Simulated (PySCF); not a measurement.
**Spin-rotation constants: [C6H9O]+, charge +1**

Geometry:
```csv
atom,x (Å),y (Å),z (Å)
C1,-1.332,-0.868,1.486
O2,-0.406,0.110,1.002
C3,-0.375,0.400,-0.457
C4,-0.285,1.857,-0.795
C5,0.738,-0.330,0.109
C6,2.151,-0.389,0.441
C7,1.543,-1.534,0.186
H8,-2.315,-0.401,1.553
H9,-0.999,-1.158,2.483
H10,-1.379,-1.747,0.842
H11,-1.127,-0.162,-1.008
H12,0.450,2.360,-0.172
H13,0.009,1.960,-1.837
H14,-1.252,2.338,-0.665
H15,3.014,0.169,0.712
H16,1.559,-2.594,0.092
```

Total charge +1.

Level of theory: GIAO KT3/pcSseg-1 magnetisability, rotational g tensor and spin-rotation constants, non-relativistic, gas phase (PySCF 2.14.0). Geometry: GFN2-xTB.

The bonding changed while the geometry was optimised; results refer to the coordinates, not to the name. For an ion the centre-of-mass motion in the field is neglected.

Q: Give the nuclear spin-rotation constants along the inertial axes (H = +C I·J) beside the isotropic shieldings.

A: Rotational constants 3.5028, 2.7546, 1.7693 GHz. A star marks the isotopologue with that one atom substituted, in its own axes.
```tsv
atom	isotope	Caa (kHz)	Cbb (kHz)	Ccc (kHz)	mean (kHz)	σ (ppm)
H8	1H	0.105	-0.281	-0.222	-0.132	27.2
H9	1H	-0.244	-0.226	-0.090	-0.187	27.5
H10	1H	-0.369	-0.325	0.006	-0.229	28.3
H11	1H	-0.363	-0.280	0.005	-0.213	27.0
H12	1H	-0.377	-0.305	-0.035	-0.239	29.9
H13	1H	-0.422	-0.100	-0.138	-0.220	29.5
H14	1H	0.031	-0.284	-0.227	-0.160	29.0
H15	1H	-0.309	-0.119	-0.034	-0.154	23.8
H16	1H	-0.045	-0.236	-0.099	-0.127	23.9
C1	13C*	0.911	0.374	0.400	0.562	120.5
O2	17O*	-0.361	-0.251	-0.114	-0.242	287.8
C3	13C*	1.181	0.486	0.344	0.670	103.1
C4	13C*	0.529	0.384	0.230	0.381	166.6
C5	13C*	1.333	0.417	0.356	0.702	97.6
C6	13C*	1.606	0.559	0.376	0.847	66.1
```
For the geometry as given, no vibrational averaging.

Q: How do the rotational constants and the g tensor change when H8, H9, H10, H11, H12, H13, H14, H15, H16 are replaced by deuterium?

A: Constants 2.7905, 2.3005, 1.4751 GHz; g -0.0072, 0.0172, 0.0108, against -0.0098, 0.0218, 0.0126 before.
